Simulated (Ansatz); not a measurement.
```yaml
crystal:
  periodic: [false, false, false]
  atoms:
    - {symbol: F, position_ang: [1.024156, -0.934556, 1.471218]}
    - {symbol: C, position_ang: [0.902222, -0.097630, 0.283503]}
    - {symbol: F, position_ang: [1.897294, -0.509690, -0.585403]}
    - {symbol: Ge, position_ang: [-0.950354, 0.459623, -0.343555]}
    - {symbol: H, position_ang: [1.337761, 0.917936, 0.375021]}
    - {symbol: H, position_ang: [-1.877873, 0.895533, 0.895103]}
    - {symbol: H, position_ang: [-1.403319, -1.237867, -0.583230]}
    - {symbol: H, position_ang: [-0.905964, 0.814042, -1.602616]}
basis:
  gaussian: {orbitals: aug-pcseg-2, fitting: {mean_field: def2-universal-jkfit}}
hamiltonian: {xc: {name: wPBEh}}
relax: {f_tol: 0.0001, max_steps: 3}
```

```sh
$ ansatz run in.yaml --threads 2 --pin off --events-out ev --progress --plain --max-ram 4352MiB
```

Output, abridged:

```
Functional definition: wPBEh
567 factors; integrals over basis functions are off by at most 1.4e0 eV
567 factors; integrals over basis functions are off by at most 9.9e-6 eV
mean field evaluation 1: about -63040.0126 eV, gradient 3.3e1 eV
mean field evaluation 2: about -63039.1024 eV, gradient 4.1e1 eV
mean field evaluation 4: about -63041.8835 eV, gradient 2.0e0 eV
mean field evaluation 8: about -63041.8905 eV, gradient 4.4e-2 eV
mean field -63041.89046274 eV, -2316.7467431777 hartree, gradient 3.0e-5 eV, S^2 0.000000; 0 other end points of the search recorded, 0 dependent functions left out
reference -63041.89052634 eV, -2316.7467455149 hartree; 30, 30 occupied and 259, 259 virtual orbitals, 567 factors
relax step   1: F+E_penalty+E_count = -63041.89046274 eV  Δ(F+E_penalty+E_count) = +0.000e0 eV  max|allowed force component| = 6.667e0 eV/Å  Δτ_max = 0.0000 Å  (27 SCF iters, accepted)
567 factors; integrals over basis functions are off by at most 1.3e0 eV
567 factors; integrals over basis functions are off by at most 1.0e-5 eV
mean field -63043.72877078 eV, -2316.8142997519 hartree, gradient 2.1e-5 eV, S^2 0.000000; 0 other end points of the search recorded, 0 dependent functions left out
reference -63043.72883267 eV, -2316.8143020262 hartree; 30, 30 occupied and 259, 259 virtual orbitals, 567 factors
relax step   2: F+E_penalty+E_count = -63043.72877078 eV  Δ(F+E_penalty+E_count) = -1.838e0 eV  max|allowed force component| = 2.264e0 eV/Å  Δτ_max = 0.1947 Å  (34 SCF iters, accepted)
567 factors; integrals over basis functions are off by at most 1.2e0 eV
567 factors; integrals over basis functions are off by at most 1.0e-5 eV
mean field -63044.14889365 eV, -2316.8297389825 hartree, gradient 2.5e-5 eV, S^2 0.000000; 0 other end points of the search recorded, 0 dependent functions left out
reference -63044.14895586 eV, -2316.8297412689 hartree; 30, 30 occupied and 259, 259 virtual orbitals, 567 factors
relax step   3: F+E_penalty+E_count = -63044.14889365 eV  Δ(F+E_penalty+E_count) = -4.201e-1 eV  max|allowed force component| = 9.607e-1 eV/Å  Δτ_max = 0.1815 Å  (35 SCF iters, accepted)
Error: geometry relaxation did not converge after 3 steps: max|allowed force component| = 9.61e-1 eV/Å (threshold 1.0e-4). Raise `relax.max_steps` over both its present limit and 3, loosen `relax.f_tol`, or start from a geometry closer to equilibrium. Where this run's directory can be resumed (`checkpoint.write`), a resume goes on for up to `relax.max_steps` more
```

In this input the relaxation is allowed too few steps for its threshold. The calculation stopped without meeting its thresholds.
